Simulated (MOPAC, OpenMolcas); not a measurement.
## GeH2ClO (SMILES [O][GeH2][Cl]): the dipole moment, rung by rung

The species is GeH2ClO (5 atoms), meant as a doublet with charge 0. As SMILES, `[O][GeH2][Cl]`. The coordinates come from a PBE0-D4/def2-TZVP relaxation.

Quantity: the dipole moment, in D. The values are calculated.

```
            level             kind     program  value (D)
              PM6   semi-empirical       MOPAC       3.44
    UHF/def2-SVPD     Hartree–Fock  OpenMolcas       2.34
 USVWN5/def2-SVPD              LDA  OpenMolcas       2.62
   UPBE/def2-SVPD              GGA  OpenMolcas       2.38
  UTPSS/def2-SVPD         meta-GGA  OpenMolcas       2.27
UM06-2X/def2-SVPD  hybrid meta-GGA  OpenMolcas       2.28
```

All-electron rows without a relativistic Hamiltonian named are non-relativistic. The values span 2.27 to 3.44 D. Magnitudes only.
